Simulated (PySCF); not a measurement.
Input of a run (PBE0-D3(BJ)/def2-SVP geometry optimisation, gas phase, def2 core potentials past Kr (PySCF 2.14.0)), started from GFN2-xTB:
```
{"job": {"xc": "PBE0", "basis": "def2-SVP", "d3": "d3bj", "grid": 1, "maxiter": 30, "shake": 0.03, "kind": "geom"}, "charge": 0, "multiplicity": 1}
Nb     0.050610    -0.037070    -0.190030
C     -0.067770     0.050240     1.793790
H     -0.550770     0.811510     2.427810
H      0.499190    -0.737800     2.376870
N      1.922940    -0.096360    -0.601490
H      2.704640    -0.141100     0.066540
H      2.337040    -0.115120    -1.519290
N     -0.889250     1.724310    -0.678340
H     -1.946940     1.838210    -0.742800
H     -0.511610     2.611260    -0.800390
N     -0.991200    -1.659210    -0.574110
H     -1.328460    -2.350730     0.049240
H     -1.197790    -1.950240    -1.585620
```

Output (energies in Eh, forces in Eh/bohr):
```
step   0  E = -263.78615563  max force = 0.062514
step   1  E = -263.80212792  max force = 0.025251
step   2  E = -263.80530582  max force = 0.011426
step   3  E = -263.80650844  max force = 0.006161
step   4  E = -263.80725901  max force = 0.003185
step   5  E = -263.80765407  max force = 0.002568
step   6  E = -263.80787935  max force = 0.001849
step   7  E = -263.80794441  max force = 0.000717
step   8  E = -263.80796249  max force = 0.000699
step   9  E = -263.80797484  max force = 0.000708
step  10  E = -263.80798106  max force = 0.000289
optimisation converged
```

Question: Summarise the run.

Answer: The energy falls by 13.7 kcal/mol over 11 energy and gradient evaluations, the largest force component goes from 0.0625 to 2.9e-04 Eh/bohr, and the atoms move by 0.249 Å rms after alignment. The bond that changes most is Nb1–C2 (ends: niobium bonded to C and 3 N; carbon bonded to Nb and 2 H), which shortens by 0.094 Å. Bonds longer at the end by more than 0.005 Å: 5 of 12; shorter: 7. Among the angles that change most is Nb1–C2–H4, from 116.9° to 93.7°. Among the dihedrals that turn most is N8–Nb1–N5–H6, from 113° to 131°. The energy never rose by more than 1e-6 Eh on the way. The first step brought 73 % of the lowering.

Question: What are the final bond lengths?

Answer: Nb1–C2 1.895 Å, Nb1–N5 1.982 Å, Nb1–N8 1.973 Å, Nb1–N11 1.983 Å, C2–H3 1.094 Å, C2–H4 1.120 Å, N5–H6 1.016 Å, N5–H7 1.019 Å, N8–H9 1.018 Å, N8–H10 1.017 Å, N11–H12 1.015 Å, N11–H13 1.019 Å. Numbering counts from 1 in the input's order; the species is Nb(CH2)(NH2)3, `[CH2]=[Nb]([NH2])([NH2])[NH2]`.

The run used 127 basis functions and 87 SCF cycles in all. The run took 2.5 min of wall time on an Arm Neoverse N1 with one thread, no GPU (shared host), and the process peaked at 0.52 GiB of memory.

Whether it is a minimum is left open (no frequencies).
